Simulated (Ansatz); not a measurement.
The cluster Li6. Total charge 0; quintet. Geometry r2SCAN/def2-TZVP; atoms count from 1.

Cartesian coordinates in Å:
```
Li 1.4299 1.2056 -1.0186
Li 0.3355 -1.7604 -1.1473
Li 1.3823 -0.8928 1.3491
Li -1.4299 -1.2055 1.0186
Li -1.3823 0.8928 -1.3491
Li -0.3355 1.7605 1.1473
```

At PBE0/def2-TZVP a broken-symmetry singlet of charge 0 lies 0.86 eV below the quintet, each at its own geometry. The structure comes from a short search, and lower isomers may exist.

(1) Estimate the Mulliken populations from the PBE0/def2-TZVP orbitals of Ansatz.

(2) Where does the spin sit?

(3) And the Mayer bond orders between bonded heavy atoms (over 0.3)?

## Answers

(1) 
```tsv
atom	charge (e)	spin (α − β)
Li1	0.00	0.67
Li2	0.00	0.67
Li3	0.00	0.67
Li4	0.00	0.67
Li5	0.00	0.67
Li6	0.00	0.67
```
Mulliken values and Mayer orders depend strongly on the basis.

(2) Summed by element: Li 4.00, of 4 unpaired in all. Largest on single atoms: Li1 0.67, Li4 0.67, Li6 0.67.

(3) Li1–Li5 0.36 (2.85 Å); Li1–Li6 0.36 (2.85 Å); Li2–Li3 0.36 (2.84 Å); Li2–Li4 0.36 (2.85 Å); Li3–Li4 0.36 (2.85 Å); Li5–Li6 0.36 (2.84 Å).
